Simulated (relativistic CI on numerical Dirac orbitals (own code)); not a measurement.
V+ in a cubic cluster: 3s photoemission with charge transfer

Computed with a charge-transfer multiplet model of a cubic metal-ligand cluster with up to 2 ligand holes, Slater and spin-orbit integrals from Dirac-Coulomb-Breit ions, Slater integrals scaled by 0.9. The ground state mixes d4 with configurations of k ligand holes L, whose averages lie at kΔ + k(k − 1)U_dd/2; a core hole lowers each added d electron by U_cd. 300 K, Lorentzian 1.4 eV and Gaussian 0.8 eV FWHM.

Atomic integrals in eV (Slater integrals scaled, ζ unscaled), ground: F2dd 6.798, F4dd 4.177, zeta_d 0.015; with the core hole: F2dd 8.232, F4dd 5.123, zeta_d 0.021, G2cd 8.709.

Cluster parameters (eV): Δ = 9.1, U_dd = 5.8, U_cd = 6.4, 10Dq = 1.05, 10Dq(ligand) = 1, final-state hopping factor = 1.

| Case | n_d | d4 | d5L | d6L2 | S |
| --- | --- | --- | --- | --- | --- |
| V(eg) = 1.2 eV, V(t2g) = -0.54 eV | 4.06 | 0.94 | 0.06 | 0.00 | 2.00 |
| V(eg) = 1.5 eV, V(t2g) = -0.68 eV | 4.09 | 0.92 | 0.08 | 0.00 | 2.00 |
| V(eg) = 1.8 eV, V(t2g) = -0.81 eV | 4.12 | 0.89 | 0.11 | 0.00 | 2.00 |

Weights, n_d and S are thermal averages at 300 K. Binding energies count from the first peak over 30 % of the highest in each spectrum, which can be another peak from case to case. The parameters are a model scan and need not match a compound or its usual spin state. Peaks in eV (height, largest 100):
- V(eg) = 1.2 eV, V(t2g) = -0.54 eV: 0.0 (100), 2.5 (56), 9.2 (80)
- V(eg) = 1.5 eV, V(t2g) = -0.68 eV: 0.0 (100), 3.1 (43), 9.1 (72), 12.4 (9), 14.4 (10)
- V(eg) = 1.8 eV, V(t2g) = -0.81 eV: 0.0 (100), 3.7 (34), 9.1 (67), 13.1 (7), 15.2 (9)

Curve for V(eg) = 1.8 eV, V(t2g) = -0.81 eV (points under 2 left out, the grid thinned):

(E (eV), Intensity): (-3.7, 4.8), (-3.2, 6.3), (-2.7, 8.7), (-2.2, 12.7), (-1.7, 20.4), (-1.3, 32.3), (-0.8, 60.1), (-0.3, 94.0), (0.2, 94.1), (0.7, 60.9), (1.2, 34.3), (1.7, 22.2), (2.2, 18.4), (2.7, 20.7), (3.1, 26.7), (3.6, 33.6), (4.1, 29.5), (4.6, 19.6), (5.1, 13.7), (5.6, 12.2), (6.1, 13.8), (6.6, 18.5), (7.1, 23.9), (7.5, 27.4), (8.0, 35.4), (8.5, 52.1), (9.0, 66.4), (9.5, 59.5), (10.0, 39.2), (10.5, 22.6), (11.0, 13.7), (11.4, 9.9), (11.9, 7.5), (12.4, 6.7), (12.9, 6.7), (13.4, 6.7), (13.9, 6.9), (14.4, 7.8), (14.9, 9.0), (15.4, 9.1), (15.8, 8.2), (16.3, 6.5), (16.8, 4.4), (17.3, 2.9), (17.8, 2.1)

For the case V(eg) = 1.8 eV, V(t2g) = -0.81 eV, Δ = 9.1 eV is larger than U_dd = 5.8 eV, the Mott-Hubbard side of the Zaanen-Sawatzky-Allen scheme. With the core hole the average of the configuration with one ligand hole lies at Δ − U_cd = 2.7 eV before mixing: the effective hopping of about 3.4 eV (from the holes of the mixed ground state) is comparable with this gap or larger, so the configurations mix strongly.

Without intra-shell correlation the exchange splitting of the 3s hole comes out too large.
